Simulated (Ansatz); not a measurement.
Input for Ansatz (an electronic-structure program): R-CCSD(T)/aug-cc-pVDZ on GeH4O (SMILES [OH][GeH3]) with ghost functions. The run froze 15 orbitals, filled d shells among them.

Ansatz 0.2 input:
```yaml
crystal:
  periodic: [false, false, false]
  atoms:
    - {symbol: O, position_ang: [-0.36249088, 0.71426461, 0.57519460]}
    - {symbol: Ge, position_ang: [0.51478460, -0.70741770, -0.03530719]}
    - {symbol: H, position_ang: [-0.46111203, 0.69065594, 1.54997456]}
    - {symbol: H, position_ang: [1.93723128, -0.77697419, 0.56828375]}
    - {symbol: H, position_ang: [0.58413740, -0.52577606, -1.55836036]}
    - {symbol: H, position_ang: [-0.23738852, -2.01144589, 0.32022259]}
basis:
  gaussian:
    orbitals: aug-cc-pVDZ
    ghost_atoms:
      - {symbol: N, position_ang: [-0.66815079, 0.66360924, 3.44828696]}
      - {symbol: H, position_ang: [-1.64523583, 0.83346544, 3.65900531]}
      - {symbol: H, position_ang: [-0.39788891, -0.19490788, 3.91491591]}
      - {symbol: H, position_ang: [-0.12908555, 1.41890923, 3.85653132]}
magnetization: {spin_polarized: false}
correlation: {method: ccsd_t, electrons: outside_noble_gas}
scf: {lower_state_search: off}
```

Output:

```
WARN ansatz: RAYON_NUM_THREADS=1 ignored (pool sized by the plan → 1); use --threads N
Functional definition: HF
these checks for a lower state are left out or cut short: stability, starts, cluster_reference, orbital_swaps, neighbouring_geometries, increment
integrals: 0.36 GiB planned
1340 factors; integrals over basis functions are off by at most 9.2e-4 eV
mean field: 0.44 GiB planned
mean field evaluation 1: about -58571.1973 eV, gradient 3.6e1 eV
mean field evaluation 2: about -58571.2032 eV, gradient 3.6e1 eV
mean field evaluation 4: about -58573.7542 eV, gradient 2.2e0 eV
mean field evaluation 8: about -58573.7751 eV, gradient 3.5e-4 eV
mean field -58573.77511069 eV, -2152.5465325871 hartree, gradient 2.9e-6 eV, S^2 0.000000; 0 other end points of the search recorded, 0 dependent functions left out
15 core orbitals not correlated
reference -58573.77511069 eV, -2152.5465325871 hartree; 7, 7 occupied and 123, 123 virtual orbitals, 1340 factors
second order -8.67552091 eV of doubles, -0.00000000 eV of singles
coupled cluster: 0.82 GiB planned
cycle   1  -9.03787933 eV  change   -3.6e-1 eV  update   8.0e-2
cycle   2  -9.31395726 eV  change   -2.8e-1 eV  update   2.4e-2
cycle   3  -9.39227704 eV  change   -7.8e-2 eV  update   1.2e-2
cycle   4  -9.38817949 eV  change    4.1e-3 eV  update   2.5e-3
cycle   5  -9.38767907 eV  change    5.0e-4 eV  update   1.0e-3
cycle   6  -9.38805530 eV  change   -3.8e-4 eV  update   3.0e-4
cycle   7  -9.38796310 eV  change    9.2e-5 eV  update   1.1e-4
cycle   8  -9.38791652 eV  change    4.7e-5 eV  update   4.0e-5
cycle   9  -9.38792123 eV  change   -4.7e-6 eV  update   1.6e-5
perturbative correction -0.24795854 eV, -0.0091123082 hartree
Total energy: -58583.41099046 eV, -2152.9006446371 hartree
Checks for a lower state left out: stability, starts, cluster_reference, orbital_swaps, neighbouring_geometries, increment
```

Self-consistency was reached.

Cost: very roughly 22 core-seconds.
